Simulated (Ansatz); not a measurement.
C$_{2}$H$_{7}$BN$_{2}$ (`B/C=N/CN`), relaxed with RKS PBE0-D4/def2-TZVP in Ansatz 0.2.0 from a PBE-D4/def2-SVP geometry. The force threshold is 0.005 eV/Å; the program also tests the step.

The species carries charge 0 and has multiplicity 1.

Start:

```xyz
12

B    -2.492    0.083    0.460
C    -0.966   -0.176    0.304
N    -0.318    0.556   -0.550
C     1.132    0.447   -0.629
N     1.777   -0.528    0.225
H    -3.129    0.559   -0.459
H    -3.051   -0.171    1.515
H    -0.391   -0.874    0.962
H     1.525    1.463   -0.397
H     1.336    0.313   -1.723
H     1.869   -1.444   -0.227
H     2.710   -0.228    0.520
```

```tsv
step	energy (eV)	largest force (eV/Å)	largest move (Å)
1	-5837.8376	1.005	0.000
2	-5837.8922	0.293	0.032
3	-5837.8953	0.160	0.015
4	-5837.8969	0.072	0.013
5	-5837.8972	0.081	0.017
6	-5837.8977	0.020	0.006
7 (rejected)	-5837.8975	0.094	0.021
8	-5837.8978	0.019	0.010
9	-5837.8980	0.022	0.042
10 (rejected)	-5837.8979	0.075	0.045
11	-5837.8983	0.015	0.022
12	-5837.8985	0.056	0.057
13	-5837.8986	0.031	0.007
14	-5837.8986	0.027	0.013
15	-5837.8987	0.010	0.005
16	-5837.8987	0.024	0.010
17 (rejected)	-5837.8987	0.037	0.014
18	-5837.8987	0.007	0.007
19	-5837.8988	0.009	0.012
20	-5837.8988	0.007	0.006
21	-5837.8988	0.002	0.003
```

End:

```xyz
12

B    -2.480    0.087    0.467
C    -0.951   -0.140    0.325
N    -0.316    0.555   -0.540
C     1.120    0.428   -0.651
N     1.767   -0.524    0.216
H    -3.064    0.690   -0.381
H    -3.068   -0.328    1.425
H    -0.389   -0.822    0.975
H     1.521    1.430   -0.461
H     1.301    0.239   -1.719
H     1.904   -1.424   -0.219
H     2.653   -0.191    0.562
```

Run time 68 s (4 threads of an Arm Neoverse V1 on a shared host); peak host memory 0.43 GiB.
